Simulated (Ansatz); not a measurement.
Molecule: CH5OSi, charge 0, multiplicity 2. It need not be the lowest isomer of its formula. 
Geometry from a B3LYP-D3(BJ)/def2-TZVP (Ansatz, a first-principles code) optimisation:
```xyz
8

C     -1.4793    -0.1418    -0.1958
Si     0.3716    -0.4059     0.0448
O      0.9520     1.1444     0.1365
H     -1.9472    -1.1269    -0.2671
H     -1.6752     0.4127    -1.1125
H     -1.9068     0.3952     0.6498
H      0.9510    -1.1397    -1.1069
H      0.6357    -1.1636     1.2925
```
Charge 0, spin multiplicity 2.

Dipole moments at this geometry, in debye (magnitudes).

```csv
level,program,dipole (D)
SVWN5/def2-TZVPD,Ansatz,2.85
BLYP/def2-TZVPD,Ansatz,2.58
revPBE/def2-TZVPD,Ansatz,2.48
r2SCAN/def2-TZVPD,Ansatz,2.25
r2SCANh/def2-TZVPD,Ansatz,2.12
CAM-B3LYP/def2-TZVPD,Ansatz,2.06
wB97M-V/def2-TZVPD,Ansatz,1.98
wB97X-V/def2-TZVPD,Ansatz,1.98
CCSD(T)/aug-cc-pV(D+d)Z,Ansatz,1.91
```
